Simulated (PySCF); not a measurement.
## Sr (strontium, neutral) across methods

[Kr] 4d2, high-spin 3F determinant (an excited configuration). Calculation: PySCF 2.14, in x2c-QZVPPall (13s8p7d3f2g, 111 functions); the spin-free X2C one-electron Hamiltonian (Gaussian nucleus).

```tsv
method	E (hartree)	mean ε 4p α (eV)	mean ε 4p β (eV)	mean ε 4d α (eV)	Σ⟨r²⟩ (bohr²)	⟨S²⟩
B97-3	-3178.87	-23.486	-22.970	-1.642	70.74	2.001
PBEsol	-3176.80	-21.265	-20.806	-1.143	69.84	2.001
PBE0	-3178.83	-23.241	-22.647	-1.663	69.20	2.001
PBE	-3178.76	-21.286	-20.817	-1.198	70.04	2.001
BHandHLYP	-3179.12	-25.037	-24.382	-2.002	69.12	2.001
r2SCAN	-3179.12	-21.830	-21.325	-1.175	68.96	2.002
LDA	-3174.98	-21.393	-20.960	-1.165	69.71	2.000
UHF	-3177.19148	-28.544	-27.662	-2.817	72.16	2.003
```
